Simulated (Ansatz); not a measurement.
# A relaxation, step by step

Si₂H₆Cl₂OF₂, singlet, PBE0-D4/def2-TZVP (Ansatz 0.2.0). Settings:

```yaml
hamiltonian: {xc: pbe0, dispersion: d4}
relax: {f_tol: 0.005, max_steps: 200}
```

Start, a step off a saddle point along its unstable mode:

Si1  (-0.098, 1.276, -0.459)
Si2  (0.590, -1.745, 0.894)
Cl3  (-0.975, 2.503, -1.912)
Cl4  (1.840, 1.852, -0.792)
O5  (-1.028, 1.722, 0.770)
H6  (-0.579, -0.770, -1.160)
F7  (-0.723, -0.234, -1.698)
H8  (0.336, 0.161, 0.236)
F9  (-0.158, -1.798, -0.397)
H10  (0.567, -3.173, 1.313)
H11  (2.001, -1.298, 0.585)
H12  (-0.113, -1.005, 1.986)
H13  (-1.660, 2.509, 0.633)
(Å)

```
               step  energy less the last (meV)  largest force component (eV/Å)
                  1                      3772.7                          12.951
                  3                      1084.6                           1.137
                  5                       549.8                           0.791
                  7                       211.7                           0.455
                  9                       141.5                           0.276
11 (rejected trial)                       148.0                           1.098
                 13                       120.4                           0.189
                 15                       112.9                           0.313
                 17                        92.1                           0.192
                 19                        73.7                           0.365
                 21                        35.3                           0.416
23 (rejected trial)                        36.2                           0.543
                 25                         3.1                           0.060
                 27                         1.9                           0.023
                 29                         1.1                           0.035
                 31                         0.6                           0.076
                 33                         0.2                           0.031
                 35                         0.1                           0.009
                 37                         0.0                           0.011
                 39                         0.0                           0.005
```

Step 35, positions (Å) and forces (eV/Å):

| atom | x | y | z | Fx | Fy | Fz |
| --- | --- | --- | --- | --- | --- | --- |
| Si1 | 0.318 | 1.851 | -0.797 | 0.007 | -0.002 | -0.003 |
| Si2 | 0.381 | -1.883 | 1.291 | -0.009 | -0.006 | -0.005 |
| Cl3 | -1.085 | 2.834 | -1.893 | 0.002 | 0.000 | 0.001 |
| Cl4 | 1.542 | 3.268 | 0.032 | -0.004 | -0.002 | -0.003 |
| O5 | -0.373 | 0.969 | 0.390 | -0.004 | -0.001 | -0.002 |
| H6 | -1.108 | -1.113 | -1.274 | -0.002 | 0.003 | -0.006 |
| F7 | -1.111 | -0.651 | -2.081 | 0.002 | -0.002 | 0.005 |
| H8 | 1.126 | 0.949 | -1.619 | -0.004 | 0.005 | 0.002 |
| F9 | -0.816 | -2.010 | 0.207 | 0.008 | 0.001 | 0.009 |
| H10 | 0.699 | -3.271 | 1.700 | 0.000 | 0.002 | 0.000 |
| H11 | 1.542 | -1.251 | 0.633 | 0.002 | 0.002 | -0.001 |
| H12 | -0.114 | -1.102 | 2.443 | 0.000 | 0.000 | 0.000 |
| H13 | -1.001 | 1.410 | 0.967 | 0.002 | -0.001 | 0.002 |

Last step (39):

```
atom    x (Å)    y (Å)    z (Å)
 Si1   0.3148   1.8550  -0.8000
 Si2   0.3756  -1.8865   1.2904
 Cl3  -1.0907   2.8321  -1.8973
 Cl4   1.5279   3.2772   0.0347
  O5  -0.3727   0.9667   0.3849
  H6  -1.1041  -1.1142  -1.2718
  F7  -1.0858  -0.6568  -2.0817
  H8   1.1289   0.9599  -1.6233
  F9  -0.8319  -2.0087   0.2175
 H10   0.6895  -3.2743   1.7019
 H11   1.5345  -1.2624   0.6204
 H12  -0.1047  -1.0982   2.4440
 H13  -0.9813   1.4101   0.9804
```

Time: 73 s of wall clock on 4 CPU threads of an AMD EPYC 7R13 and a share of one NVIDIA H100; the host was shared. Peak host memory: 0.95 GiB.
